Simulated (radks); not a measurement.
Spherical jellium clusters: N electrons in a uniform positive sphere of charge N and radius rs N^(1/3), rs = 5.49 bohr. Method: non-relativistic Kohn-Sham, LDA (Slater exchange, Perdew-Wang correlation), spin-polarised, spherical densities; computed with a radial shooting solver with Libxc functionals. Levels are named by radial order and angular momentum (1s, 1p, 1d, 2s, ...), and open shells are averaged over m. Each electron was tried in the lowest free levels, single moves between levels near the top were tried too, and the lowest total energy was kept; such a search can miss a lower state. Energies include the self-energy of the background; IP and EA are vertical (highest electron removed, lowest free level filled), at fixed background; spill-out counts the electrons outside the background radius R, and alpha is the static dipole polarisability from linear response (closed shells only). A dash means not computed or, for alpha, an open shell; in EA it means that no bound solution was reached, which is typical of self-interaction and does not show that the anion is unstable. Real open-shell clusters deform, which this model forbids.

N	open shells	2S	E/N (eV)	E(N+1) + E(N-1) - 2E(N) (eV)	IP (eV)	-e(HOMO) (eV)	spill-out (e)	alpha/R^3
1	1s(up 1, down 0)	1	-1.358	-	-	2.445	0.28	-
2	none	0	-1.631	0.642	4.114	2.485	0.42	1.412
3	1p(up 1, down 0)	1	-1.508	-0.440	3.195	1.866	0.65	-
4	1p(up 2, down 0)	2	-1.556	-0.279	3.519	2.202	0.78	-
5	1p(up 3, down 0)	3	-1.641	0.238	3.684	2.409	0.87	-
6	1p(up 3, down 1)	2	-1.658	-0.231	3.353	2.202	0.99	-
7	1p(up 3, down 2)	1	-1.703	-0.162	3.524	2.389	1.08	-
8	none	0	-1.757	0.675	3.630	2.520	1.16	1.290
9	1d(up 1, down 0)	1	-1.724	-0.169	2.906	1.885	1.29	-
10	1d(up 2, down 0)	2	-1.715	-0.140	3.048	2.043	1.39	-
11	1d(up 3, down 0)	3	-1.720	-0.116	3.158	2.169	1.48	-
12	1d(up 4, down 0)	4	-1.733	-0.098	3.244	2.272	1.56	-
13	1d(up 5, down 0)	5	-1.753	0.242	3.313	2.357	1.63	-
14	1d(up 5, down 1)	4	-1.752	-0.109	3.044	2.132	1.72	-
15	1d(up 5, down 2)	3	-1.758	-0.092	3.134	2.233	1.80	-
16	1d(up 5, down 3)	2	-1.770	-0.079	3.207	2.317	1.87	-
17	1d(up 5, down 4)	1	-1.785	-0.069	3.267	2.389	1.94	-
18	none	0	-1.802	0.146	3.318	2.451	2.00	1.222
19	2s(up 1, down 0)	1	-1.809	0.179	3.155	2.301	2.12	-
20	none	0	-1.807	0.114	2.970	2.146	2.29	1.242
21	1f(up 1, down 0)	1	-1.800	-0.074	2.860	2.048	2.36	-
22	1f(up 2, down 0)	2	-1.796	-0.066	2.920	2.115	2.42	-
23	1f(up 3, down 0)	3	-1.796	-0.060	2.972	2.176	2.48	-
24	1f(up 4, down 0)	4	-1.798	-0.055	3.018	2.230	2.53	-
25	1f(up 5, down 0)	5	-1.803	-0.050	3.060	2.279	2.58	-
26	1f(up 6, down 0)	6	-1.809	-0.046	3.097	2.324	2.63	-
27	1f(up 7, down 0)	7	-1.816	0.206	3.131	2.364	2.68	-
28	1f(up 7, down 1)	6	-1.815	-0.054	2.913	2.165	2.74	-
29	1f(up 7, down 2)	5	-1.816	-0.050	2.958	2.216	2.80	-
30	1f(up 7, down 3)	4	-1.819	-0.046	2.999	2.263	2.85	-
31	1f(up 7, down 4)	3	-1.823	-0.042	3.036	2.306	2.91	-
32	1f(up 7, down 5)	2	-1.828	-0.039	3.070	2.345	2.96	-
33	1f(up 7, down 6)	1	-1.835	-0.036	3.101	2.381	3.01	-
34	none	0	-1.841	0.240	3.129	2.415	3.06	1.179
35	2p(up 1, down 0)	1	-1.841	-0.025	2.881	2.180	3.18	-
36	2p(up 2, down 0)	2	-1.841	-0.018	2.907	2.209	3.29	-
37	2p(up 3, down 0)	3	-1.842	-	2.925	2.231	3.41	-

All shells are closed at N = 2, 8, 18, 20, 34 (there: 1s2 1p6 1d10 2s2 1f14); the second difference of the energy has clear peaks (12 % above both neighbours; the first and last values, which can be the largest, are not judged, and half-filled shells can peak too) at N = 5, 8, 13, 19, 27, 34.
